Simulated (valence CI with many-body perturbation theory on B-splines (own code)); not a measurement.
## Hyperfine factors and g values of K⁶⁺

Calculated by relativistic CI+MBPT: three valence electrons over a frozen Dirac-Fock core [Ne], a basis of 11 s, 11 p, 9 d, 7 f, 5 g, 2 h, 1 i functions for each j, with the one-electron correlation potential Σ1 (screened to all orders), the two-electron term Σ2, the three-electron term Σ3, Breit, model QED; selected single and double excitations, second order for the rest, scaled by the run's own slope (own B-spline code, finite nucleus).

Against 57 measured levels this calculation errs by 92 cm⁻¹ on average and by 206 at most. These come from a selection out of Sansonetti, J. Phys. Chem. Ref. Data 37, 7 (2008). Levels without a partner in it may be off by more.

A/g_I is the dipole constant over the nuclear g factor μ/I (μ in nuclear magnetons, uniformly magnetised nucleus), B/Q the quadrupole constant per barn. Both hold the static response of the core; the bare values leave it out. Large factors of s and p1/2 electrons are usually good to 5 to 10 %; those of open d and f shells near neutrality can be off by tens of per cent, and small factors of p3/2, d and f electrons come from cancelling terms and can be off by a factor of two or in sign, in half-filled shells by more. B is blank for J = 1/2, where it vanishes, and for nearly pure S terms. Energies count from the lowest level.

Names give the largest LS component (configuration and term), which can be under half, so a name can repeat, a term be missing and a line seem to break the LS rules; names also repeat where a configuration has a term twice. Letters in brackets count levels of one name in rising energy.

| Level | E (eV) | g | A/g_I (MHz) | A/g_I bare | B/Q (MHz/b) | B/Q bare |
| --- | --- | --- | --- | --- | --- | --- |
| 3s²3p ²P°_1/2 | 0.000 | 0.665 | 5580 | 5120 |  |  |
| 3s²3p ²P°_3/2 | 0.389 | 1.334 | 1180 | 1120 | 2020 | 1860 |
| 3s3p² ⁴P_1/2 | 14.235 | 2.669 | 11500 | 10600 |  |  |
| 3s3p² ⁴P_3/2 | 14.377 | 1.734 | 5320 | 4950 | 1680 | 1540 |
| 3s3p² ⁴P_5/2 | 14.593 | 1.600 | 5450 | 5060 | -2110 | -1940 |
| 3s3p² ²D_3/2 | 18.829 | 0.800 | -1560 | -1390 | 2560 | 2360 |
| 3s3p² ²D_5/2 | 18.850 | 1.201 | 5270 | 4850 | 3660 | 3370 |
| 3s3p² ²S_1/2 | 23.958 | 1.981 | 21800 | 20000 |  |  |
| 3s3p² ²P_1/2 | 25.626 | 0.687 | 3480 | 3150 |  |  |
| 3s3p² ²P_3/2 | 25.866 | 1.333 | -996 | -817 | -2040 | -1880 |
| 3s²3d ²D_3/2 | 31.078 | 0.799 | -46.6 | 19.7 | 515 | 495 |
| 3s²3d ²D_5/2 | 31.093 | 1.200 | 857 | 847 | 732 | 704 |
| 3p³ ²D°_3/2 | 36.913 | 0.801 | 200 | 187 | -210 | -188 |
| 3p³ ²D°_5/2 | 36.951 | 1.200 | 2240 | 2120 | -661 | -602 |
| 3p³ ⁴S°_3/2 | 38.201 | 1.998 | -319 | -23.8 |  |  |
| 3s3p3d ⁴F°_3/2 | 41.408 | 0.399 | -2570 | -2340 | 1120 | 1040 |
| 3s3p3d ⁴F°_5/2 | 41.488 | 1.029 | 1300 | 1250 | 1050 | 977 |
| 3p³ ²P°_1/2 | 41.598 | 0.665 | 4580 | 4150 |  |  |
| 3s3p3d ⁴F°_7/2 | 41.602 | 1.238 | 2470 | 2330 | 1510 | 1410 |
| 3p³ ²P°_3/2 | 41.603 | 1.335 | 679 | 726 | -76.9 | -71.2 |
| 3s3p3d ⁴F°_9/2 | 41.754 | 1.334 | 2870 | 2700 | 2400 | 2230 |
| 3s3p3d ⁴P°_5/2 | 44.954 | 1.580 | 3670 | 3460 | 804 | 758 |
| 3s3p3d ⁴P°_3/2 | 45.057 | 1.662 | 4200 | 3980 | 229 | 210 |
| 3s3p3d ⁴P°_1/2 | 45.144 | 2.369 | 9300 | 8710 |  |  |
| 3s3p3d ⁴D°_1/2 | 45.352 | 0.299 | -4060 | -3740 |  |  |
| 3s3p3d ⁴D°_3/2 | 45.403 | 1.271 | 2470 | 2340 | -429 | -403 |
| 3s3p3d ⁴D°_5/2 | 45.442 | 1.391 | 3230 | 3050 | -1120 | -1040 |
| 3s3p3d ⁴D°_7/2 | 45.459 | 1.429 | 3510 | 3300 | -1880 | -1710 |
| 3s3p3d ²D°_5/2 [a] | 46.649 | 1.202 | 4100 | 3790 | -1600 | -1460 |
| 3s3p3d ²D°_3/2 [a] | 46.653 | 0.800 | -2690 | -2420 | -1130 | -1040 |
| 3s3p3d ²F°_5/2 [a] | 48.895 | 0.857 | 1600 | 1490 | 2010 | 1880 |
| 3s3p3d ²F°_7/2 [a] | 49.205 | 1.143 | 145 | 199 | 2330 | 2180 |
| 3s3p3d ²P°_3/2 [a] | 53.378 | 1.331 | 4080 | 3790 | 326 | 311 |
| 3s3p3d ²P°_1/2 [a] | 53.492 | 0.666 | -4910 | -4440 |  |  |
| 3s3p3d ²F°_7/2 [b] | 53.520 | 1.143 | 3100 | 2880 | 2260 | 2110 |
| 3s3p3d ²F°_5/2 [b] | 53.603 | 0.857 | -1640 | -1450 | 1930 | 1810 |
| 3s²4s ²S_1/2 | 54.474 | 2.002 | 7130 | 6630 |  |  |
| 3s3p3d ²P°_1/2 [b] | 55.387 | 0.666 | -231 | -153 |  |  |
| 3s3p3d ²P°_3/2 [b] | 55.399 | 1.327 | -57.6 | 61.3 | 435 | 412 |
| 3s3p3d ²D°_3/2 [b] | 55.931 | 0.808 | 1640 | 1510 | -1360 | -1250 |

(1) Take the isotope of mass number 41, with I = 3/2, μ = 0.21487 μN and Q = 0.0734 b. What is the hyperfine structure of 3s3p² ⁴P_3/2?

## Answers

(1) From the table A = 762 MHz, B = 123 MHz. Shifts from the centre of gravity in MHz: F = 0: -2700, F = 1: -2060, F = 2: -664, F = 3: 1750.
